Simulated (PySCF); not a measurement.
**MoFCl, quintet: computed properties**

Computed with UPBE0 in PySCF with Mo def2-TZVP with ECP28, F def2-TZVP, Cl def2-TZVP; scalar-relativistic core potentials, no spin–orbit coupling; density-fitted integrals.

The structure is a minimum.

Z-matrix (Å, degrees; charge 0 multiplicity 5):
```
Mo
F  1 1.8684
Cl 1 2.2613 2 132.33
```

* Point group: Cs
* Bond lengths: Mo–Cl 2.261 Å, Mo–F 1.868 Å
* Bond angles: Cl–Mo–F 132.3°
* Rotational symmetry number: 1
* Atomisation energy without zero-point energy: 842 kJ/mol
* Zero-point energy: 7.0 kJ/mol
* Spin squared ⟨S²⟩: 6.015
* Rotational constants: 0.8055, 0.08445, 0.07643 cm⁻¹
* Principal polarisabilities: 44.9, 46.5, 64.1 bohr³
* Principal quadrupole moments (Buckingham, traceless) about the centre of mass: -9.08, 4.09, 4.99 D Å
* Dipole moment: 2.40 D
* Entropy at 298.15 K and 1 bar (electronic part: spin only): 309.8 J/(mol K)
* Lowest empty level (α): -3.12 eV
* Enthalpy at 298.15 K above 0 K: 12.95 kJ/mol
* Heat capacity Cp at 298.15 K: 51.3 J/(mol K)
* Highest occupied level (α): -6.62 eV

Harmonic modes (masses in u: Mo 97.905, F 18.998, Cl 34.969):
```json
{"symmetry": "a'", "ω (cm⁻¹)": "108", "IR (km/mol)": "8.4", "type": "bend"}
{"symmetry": "a'", "ω (cm⁻¹)": "402", "IR (km/mol)": "50.4", "type": "stretch"}
{"symmetry": "a'", "ω (cm⁻¹)": "661", "IR (km/mol)": "160", "type": "stretch"}
```

Charges (e):
```json
{"atom": "Mo1", "Mulliken": "0.91", "Löwdin": "0.31", "polar tensor": "1.28", "spin (Mulliken)": "3.98", "Mayer order to Mo1": "–"}
{"atom": "F2", "Mulliken": "-0.49", "Löwdin": "-0.30", "polar tensor": "-0.72", "spin (Mulliken)": "0.02", "Mayer order to Mo1": "0.83"}
{"atom": "Cl3", "Mulliken": "-0.42", "Löwdin": "-0.01", "polar tensor": "-0.56", "spin (Mulliken)": "0.00", "Mayer order to Mo1": "1.05"}
```

Mulliken populations on Mo1 (electrons outside its core potential): s 2.53, p 6.18, d 4.35, f 0.02.

Outer orbital energies (eV). α occupied: -12.15, -10.61, -9.98, -9.68, -7.67, -7.63, -6.87, -6.62; empty: -3.12, -1.35, -0.50, 0.63. β occupied: -22.39, -12.67, -11.85, -11.59, -10.42, -9.49, -9.37; empty: -2.39, -1.89, -1.83, -1.63.

Formally Mo is in oxidation state +2, d4, with 4 unpaired electrons (the high-spin count). The Mulliken spin on Mo is 3.98. The polar-tensor charge on Mo, 1.28, is below the formal one.

Other isomers or separated fragments may lie lower. Other spin states or occupations of the open shell can lie lower.

The final relaxation and frequency run took 38 s on 4 threads of a shared Arm Neoverse V2 host, with 108 basis functions and 14 gradients; the process peaked at 1.1 GiB.
